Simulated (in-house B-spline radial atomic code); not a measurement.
The numbers below are computed, except where a source is named.
## Be in an electron gas of r_s = 2.2: phase shifts, screening, friction and resistivity

A nucleus sits in a uniform electron gas with a rigid positive background. The Kohn-Sham equations are solved self-consistently in the spin-unpolarised LDA (PW92), non-relativistic, on B-splines with outgoing waves at the boundary and partial waves to l = 8. The model has no lattice, no bands and no magnetic solution. Atomic units; δ_l are the phase shifts at the Fermi level, counted so that each bound state adds π, and good to about 0.0005.

The density parameter is r_s = 2.2 bohr, near that of the valence electrons of Ga (3 per atom, density 5.91 g/cm³, mass 69.72 u, which gives r_s = 2.19).

| l | δ_l (rad) |
| --- | --- |
| 0 | 3.3816 |
| 1 | 0.8473 |
| 2 | 0.0570 |
| 3 | 0.0082 |
| 4 | 0.0017 |
| 5 | 0.0003 |
| 6 | 0.0001 |
| 7 | 0.0000 |
| 8 | 0.0000 |

Bound levels below the band bottom (hartree): s -3.32.

**Question.** Check the Friedel sum rule, and say where the screening charge sits.

**Answer.** k_F = (9π/4)^(1/3)/r_s = 0.87234. The rule is Z = (2/π) Σ (2l + 1) δ_l. The terms are s 2.153, p 1.618, d 0.181, f 0.037 and 0.013 beyond, in all 4.002 against Z = 4. Bound states hold 2 s, 0 p, 0 d electrons, so the scattering states carry 2.00 in all.

**Question.** Find the transport cross section and the electronic stopping of a 10 keV Be ion (mass 9.01 u).

**Answer.** σ_tr = (4π/k_F²) Σ (l + 1) sin²(δ_l − δ_(l+1)). The terms for l = 0 to 3 are 0.3256, 1.0098, 0.0071, 0.0002, all together 1.3428, so σ_tr = 16.513 × 1.3428 = 22.173 bohr². With n = 3/(4π r_s³) = 0.02242, the friction coefficient is Q = n k_F σ_tr = 0.4337. For v well below v_F = 0.872, dE/dx = Q v; with 24801 eV per u at v = 1, v = √(10000/(24801 × 9.01)) = 0.2115, so dE/dx = 0.09174 hartree/bohr = 47.2 eV/nm. The largest term couples the p and d waves.

**Question.** What residual resistivity would 1 atomic per cent of such centres give in Ga?

**Answer.** Δρ = k_F n_i σ_tr/n in atomic units of 21.74 μΩ·cm. With one host atom per 3 electrons, n_i/n = 0.01/3, so Δρ = 0.8723 × 0.00333 × 22.173 × 21.74 = 1.40 μΩ·cm. This is an atom added to the gas, as on an interstitial site.

**Question.** On a substitutional site the background of one host ion, a sphere holding 3 charges, is taken out. The phase shifts for l = 0 to 4 become 2.8632, 0.0245, -0.1673, -0.0551, -0.0124. What follows?

**Answer.** The Friedel sum is now 1.00, for Z − 3 = 1. The sum in σ_tr is 0.2071, so σ_tr = 3.42 bohr² and Δρ = 0.22 μΩ·cm per atomic per cent, 0.15 times the value above. A real host ion scatters too, so this model doesn't give zero even for the host's own atom.
